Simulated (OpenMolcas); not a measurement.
## B, Al, Ga, In, Tl: ns² np down the group

```yaml
Program: OpenMolcas 26.06
Method: SS-RASPT2, IPEA 0.25 Eh, imaginary shift 0.1 Eh
Basis: ANO-RCC-VTZP
Scalar_Hamiltonian: DKH2, point nucleus
Spin-orbit_coupling: RASSI with atomic mean-field integrals over the reference wave functions, term energies averaged over their components
```

Active space for each ion: 3 electrons in 9 orbitals (RAS2 s p; RAS3 d, at most 2 electrons); closed shells correlated by CASPT2: B 1s; Al 2s 2p; Ga 3d; In 4d; Tl 5d.

Computed levels in cm-1 above ²P°_1/2:

| Level | B | Al | Ga | In | Tl |
| --- | --- | --- | --- | --- | --- |
| ²P°_3/2 | 14.5 | 106 | 826 | 2150 | 7370 |
| weight of ²P° in the lowest level (%) | 100 | 100 | 100 | 100 | 100 |

Measured, with the error of the calculation in %. Measured levels: B, Al, Ga, In, Tl from NIST Handbook of Basic Atomic Spectroscopic Data.

| Level | B | Al | Ga | In | Tl |
| --- | --- | --- | --- | --- | --- |
| ²P°_3/2 | 15.3 (-5.3) | 112 (-5.2) | 826 (-0.1) | 2213 (-3.0) | 7793 (-5.4) |

The fine-structure level ²P°_3/2 changes by a factor of 508 from B to Tl.

CASPT2 breaks the degeneracy within a term, and the mean is taken; among the terms shown or strongly mixed into the levels shown the widest spread is 14 cm-1 (3s² 3p ²P°, Al). Active for correlation alone: 3d; no level in the range computed is led by a configuration that fills it, so any true level of that kind is missing (holds for B; Al). Some high roots are left out of the spin-orbit mixing, which shifts the levels that they would mix with (holds for Ga; In; Tl). Active for correlation alone: 4d; no level in the range computed is led by a configuration that fills it, so any true level of that kind is missing (holds for Ga). Active for correlation alone: 5d; no level in the range computed is led by a configuration that fills it, so any true level of that kind is missing (holds for In). Active for correlation alone: 6d; no level in the range computed is led by a configuration that fills it, so any true level of that kind is missing (holds for Tl). Measured partners are found by configuration, term and J. A level has none where our copy of the source lacks it or the pairing is in doubt (some pairs that miss far off the trend of their configuration count as doubtful), and it then counts in no deviation. Levels of configurations outside the active space are missing.

° marks odd parity.
